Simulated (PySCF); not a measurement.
Compound: C5H6NOP.
SMILES with atom numbers: `[CH3:1][c:2]1[nH:3][cH:4][p:5][c:6]1[CH:7]=[O:8]` (hydrogens: H9, H10, H11 on C1; H12 on N3; H13 on C4; H14 on C7)

Structure used (GFN2-xTB), in Å, numbered top down from 1:
```xyz
14
C5H6NOP angstrom
C     -1.0192   -1.3759    0.0913
C      0.0616   -0.3616    0.0392
N      1.3567   -0.7081    0.1372
C      2.2350    0.3313    0.0719
P      1.4802    1.8525   -0.1223
C     -0.0887    1.0109   -0.1099
C     -1.3536    1.6920   -0.2409
O     -2.4461    1.1706   -0.2382
H     -1.6135   -1.3315   -0.8200
H     -1.6978   -1.1538    0.9133
H     -0.6127   -2.3780    0.2140
H      1.6551   -1.6671    0.2503
H      3.2881    0.1274    0.1424
H     -1.2457    2.7906   -0.3505
```

Computed at PBE0/pcSseg-1 (PySCF, non-relativistic), with Q(14N) = 0.02044 b, Q(17O) = −0.0256 b: N3, 14N (I = 1): χzz = -2.489 MHz, η = 0.145; O8, 17O (I = 5/2): χzz = 11.72 MHz, η = 0.402.

Question: Find the zero-field quadrupole resonance frequencies of 14N at N3.

Answer: From ν± = (3/4)|χ|(1 ± η/3) and ν0 = |χ|η/2: ν+ 1.957 MHz, ν− 1.776 MHz, ν0 0.181 MHz (pyrrole-type nitrogen).

Question: Where would the pure quadrupole (NQR) lines of 17O at O8 fall for the rigid, isolated species?

Answer: From the eigenvalues of H = χ/[4I(2I − 1)] × [3Iz² − I(I + 1) + η(Ix² − Iy²)], steps between neighbouring levels, labelled as for η = 0: ±1/2↔±3/2 2.043 MHz, ±3/2↔±5/2 3.413 MHz (aldehyde oxygen).

In a crystal, neighbours and librations shift these lines. GFN2-xTB frequencies show an imaginary mode (45i cm⁻¹), so this geometry is no minimum at that level. GFN2-xTB bond lengths can be off by several hundredths of an ångström, more for odd bonds, and the gradients follow them. With a basis this small, the couplings can be 20 % off.

One conformer stands for the species.
